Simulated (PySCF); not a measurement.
**Computed properties of C2H7O, SMILES CC[OH2+], charge +1**

C2H7O, SMILES CC[OH2+], charge +1. Geometry optimised at B3LYP-D3(BJ)/def2-TZVP. The isomer is the one that the SMILES or the coordinates give; other isomers of the formula were not compared. Other conformers were not sampled. All values are computed for the isolated molecule unless a solvent is named; none is compared with measurement here.

**Structure.** The optimised structure has Cs symmetry. All 24 harmonic modes at B3LYP-D3(BJ)/def2-TZVP (PySCF) are real, so it is a minimum. With heavy atoms numbered as in [CH3:1][CH2:2][OH2+:3], the shortest bond between them is C1–C2 at 1.494 Å and the longest C2–O3 at 1.564 Å.

**Vibrations.** The strongest infrared lines (harmonic, unscaled, degenerate partners summed) lie at 3711 cm⁻¹ (256 km/mol, H 92 %), 643 cm⁻¹ (200 km/mol, C 43 %, O 42 %, H 15 %), 712 cm⁻¹ (183 km/mol, H 76 %, O 15 %, C 9 %). The softest mode is at 176 cm⁻¹ and the zero-point energy is 57.7 kcal/mol.

**Electronic structure.** B3LYP/def2-TZVPD (PySCF) places the frontier levels at -15.65 and -6.37 eV, a gap of 9.28 eV and a mean polarisability of 29.6 bohr³.

**Excitations.** TDA-CAM-B3LYP/def2-SVPD (PySCF) has S1 at 8.87 eV (140 nm, f = 0.000, dark); the most intense of the 10 singlets computed lies at 9.80 eV (f = 0.13). T1 (TDA) is at 8.56 eV, 0.31 eV under S1. No vertical singlet excitation falls in the visible range (under 3.1 eV).

**NMR.** GIAO shifts at B3LYP/pcSseg-1 (PySCF) (non-relativistic, atoms alike by connectivity averaged): ¹³C from 19.2 to 107.6 ppm against TMS; ¹H from 2.3 to 5.9 ppm against TMS.
